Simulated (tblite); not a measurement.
Species: C₆H₁₅BrSi.
Bonds: C1–C2, C2–Si3, Si3–C4, C4–C5, C4–C6, C4–C7, C7–Br8. Hydrogens: H9, H10, H11 on C1; H12, H13 on C2; H14, H15 on Si3; H16, H17, H18 on C5; H19, H20, H21 on C6; H22, H23 on C7.

Computed with GFN2-xTB (tblite), gas phase: L-BFGS steps from a force-field or distance-geometry start until the largest atomic force falls under 0.01 eV/Å.

The end geometry, which sets the zero of energy:
```
atom  x, y, z in Å
C1      3.3191    0.0272    0.1342
C2      1.9164   -0.5520    0.0039
Si3     0.5881    0.7557    0.3731
C4     -1.1647    0.0943   -0.0712
C5     -1.3646    0.0931   -1.5890
C6     -2.2219    0.9907    0.5672
C7     -1.3634   -1.3382    0.3967
Br8    -0.9460   -1.5739    2.2856
H9      3.4643    0.8403   -0.5726
H10     3.4770    0.4199    1.1351
H11     4.0739   -0.7332   -0.0584
H12     1.8231   -1.3937    0.6921
H13     1.7942   -0.9550   -1.0039
H14     0.7886    1.9396   -0.4753
H15     0.6360    1.1544    1.7818
H16    -2.3500   -0.2940   -1.8514
H17    -0.6157   -0.5212   -2.0858
H18    -1.2869    1.1057   -1.9767
H19    -3.2264    0.6669    0.2905
H20    -2.1449    0.9724    1.6525
H21    -2.0942    2.0194    0.2383
H22    -0.7076   -2.0273   -0.1350
H23    -2.3991   -1.6644    0.2784
```

**Question.** These geometries come from the run, each turned onto the end geometry. Order them by energy, lowest first.
A.
```
atom  x, y, z in Å
C1      3.2986    0.0426    0.0369
C2      1.8973   -0.5517    0.0067
Si3     0.5853    0.7477    0.4622
C4     -1.1558    0.0944   -0.0368
C5     -1.2811    0.0764   -1.5629
C6     -2.2442    0.9973    0.5344
C7     -1.3817   -1.3347    0.4287
Br8    -1.0892   -1.5578    2.3432
H9      3.3766    0.8709   -0.6625
H10     3.5259    0.4169    1.0307
H11     4.0480   -0.7021   -0.2254
H12     1.8593   -1.3904    0.7035
H13     1.7118   -0.9642   -0.9875
H14     0.8042    1.9737   -0.3219
H15     0.6460    1.0815    1.8883
H16    -2.2553   -0.3093   -1.8687
H17    -0.5102   -0.5451   -2.0166
H18    -1.1794    1.0846   -1.9579
H19    -3.2286    0.6856    0.1845
H20    -2.2460    0.9751    1.6215
H21    -2.0852    2.0251    0.2203
H22    -0.6938   -2.0280   -0.0550
H23    -2.4074   -1.6616    0.2443
```
B.
```
atom  x, y, z in Å
C1      3.2989    0.0219    0.0028
C2      1.8799   -0.5299    0.0099
Si3     0.5689    0.7549    0.5146
C4     -1.1546    0.0964   -0.0348
C5     -1.2436    0.0617   -1.5654
C6     -2.2523    1.0084    0.5045
C7     -1.3802   -1.3267    0.4550
Br8    -1.0496   -1.5133    2.3647
H9      3.3779    0.8584   -0.6877
H10     3.5782    0.3729    0.9923
H11     4.0077   -0.7464   -0.3075
H12     1.8418   -1.3858    0.6870
H13     1.6627   -0.9087   -0.9914
H14     0.7703    2.0187   -0.2029
H15     0.6002    1.0398    1.9493
H16    -2.1594   -0.4350   -1.8894
H17    -0.4033   -0.4730   -2.0072
H18    -1.2453    1.0728   -1.9680
H19    -3.2257    0.7125    0.1140
H20    -2.3007    0.9728    1.5903
H21    -2.0631    2.0398    0.2168
H22    -0.7040   -2.0318   -0.0287
H23    -2.4096   -1.6537    0.2921
```
C.
```
atom  x, y, z in Å
C1      3.2132    0.0776   -0.0189
C2      1.9149   -0.7020    0.1266
Si3     0.5763    0.5368    0.4549
C4     -1.1058    0.0032   -0.1139
C5     -1.2098    0.1312   -1.5815
C6     -2.1181    0.9776    0.5051
C7     -1.4940   -1.3488    0.4382
Br8    -1.4725   -1.1620    2.3923
H9      2.9194    1.1103   -0.3195
H10     3.7324    0.1474    0.9535
H11     3.8430   -0.3163   -0.8423
H12     2.0438   -1.4117    0.9680
H13     1.7628   -1.2835   -0.7909
H14     0.9495    1.7578   -0.3209
H15     0.5436    0.8812    1.8984
H16    -1.9001   -0.6033   -2.0595
H17    -0.2296    0.2150   -2.0824
H18    -1.7212    1.1152   -1.7752
H19    -3.1221    0.5485    0.4410
H20    -1.8531    1.1793    1.5740
H21    -2.0762    1.9088   -0.1036
H22    -0.7146   -2.1133    0.1891
H23    -2.4867   -1.6223    0.0776
```
D.
```
atom  x, y, z in Å
C1      3.2822    0.0826   -0.0339
C2      1.9515   -0.6721    0.1242
Si3     0.5820    0.6053    0.5136
C4     -1.1707    0.0706   -0.0709
C5     -1.2398    0.1185   -1.6271
C6     -2.1856    1.0629    0.5248
C7     -1.4747   -1.3455    0.4317
Br8    -1.4831   -1.4581    2.3891
H9      3.0967    1.1017   -0.3651
H10     3.7972    0.1443    0.9249
H11     3.9399   -0.3861   -0.7667
H12     2.0512   -1.4192    0.9143
H13     1.7179   -1.2475   -0.7775
H14     0.8549    1.8079   -0.2920
H15     0.6086    0.9485    1.9404
H16    -1.8638   -0.6742   -2.0359
H17    -0.2598    0.0562   -2.1110
H18    -1.6803    1.0606   -1.9442
H19    -3.1929    0.6562    0.4350
H20    -1.9780    1.2543    1.5806
H21    -2.1568    2.0184   -0.0026
H22    -0.7277   -2.0808    0.1188
H23    -2.4736   -1.6780    0.1397
```
E.
```
atom  x, y, z in Å
C1      3.3153    0.0472    0.0679
C2      1.9149   -0.5491    0.0151
Si3     0.5831    0.7407    0.4336
C4     -1.1612    0.0899   -0.0546
C5     -1.3180    0.0819   -1.5774
C6     -2.2298    0.9973    0.5478
C7     -1.3807   -1.3399    0.4109
Br8    -1.0641   -1.5684    2.3203
H9      3.4129    0.8626   -0.6445
H10     3.5225    0.4394    1.0600
H11     4.0658   -0.7053   -0.1678
H12     1.8670   -1.3820    0.7185
H13     1.7496   -0.9685   -0.9796
H14     0.7852    1.9594   -0.3646
H15     0.6127    1.0824    1.8582
H16    -2.3140   -0.2582   -1.8657
H17    -0.5886   -0.5759   -2.0473
H18    -1.1786    1.0847   -1.9746
H19    -3.2292    0.6813    0.2445
H20    -2.1827    0.9846    1.6345
H21    -2.0828    2.0230    0.2185
H22    -0.6970   -2.0302   -0.0826
H23    -2.4072   -1.6700    0.2392
```

**Answer.** E (0.003 eV), A (0.008 eV), B (0.026 eV), D (0.303 eV), C (1.026 eV).

In the order of the answer:

```tsv
step	E above end (eV)	largest force (eV/Å)	rms force component (eV/Å)	rms distance from end (Å)	rms bond change (Å)	bond most changed (Å)
82	0.003	0.03	0.008	0.071	0.000	Si3–C4 -0.001
64	0.008	0.05	0.016	0.101	0.001	C2–Si3 +0.002
44	0.026	0.09	0.029	0.153	0.001	C2–Si3 +0.003
10	0.303	0.32	0.109	0.376	0.009	C4–C5 +0.028
0	1.026	2.55	0.636	0.433	0.029	Si3–C4 -0.071
```

What follows is the cost of the whole relaxation. Time: 1.0 s of wall time. Hardware: an Arm Neoverse V2 with one thread, shared host with 32 logical CPUs at a one-minute load of 5.0.
